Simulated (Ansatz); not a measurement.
H4OS3Ti, SMILES `[OH][Ti]([SH])([SH])[SH]`. The species carries charge 0 and has multiplicity 1.

Cartesian coordinates in Å:
```
O 0.594 -1.313 1.478
Ti 0.115 -0.316 0.113
S -2.159 -0.072 0.184
S 0.903 -1.293 -1.788
S 1.079 1.758 0.103
H 1.153 -1.324 2.256
H -2.126 0.792 -0.850
H 0.207 -0.430 -2.555
H 0.235 2.197 1.059
```

What are the harmonic wavenumbers in cm⁻¹ at PBE0-D4/def2-TZVP (Ansatz, finite differences of forces, unscaled)? (An estimate is asked.)

Computed: 100, 108, 116, 133, 138, 147, 266, 274, 323, 359, 377, 406, 434, 507, 531, 554, 819, 2679, 2685, 2688, 3929.

Is this a minimum?

Yes, all 21 modes are real.

Give the ideal-gas thermochemistry at 298.15 K and 1 bar (rigid rotor, harmonic oscillator; point group C1, symmetry number 1).

Zero-point energy 105.1 kJ/mol; H(298) − E = 134.5 kJ/mol; entropy 415.2 J/(mol·K), of which translation 172.5, rotation 122.4, vibration 120.4; G(298) − E = 10.7 kJ/mol.

And at 400, 500, 600, 800 and 1000 K?


```
T (K)  H − E (kJ/mol)  S (J/mol/K)  G − E (kJ/mol)
  400           149.9        459.6           -34.0
  500           165.8        495.2           -81.7
  600           182.4        525.3          -132.8
  800           216.5        574.4          -243.0
 1000           252.0        614.0          -361.9
```
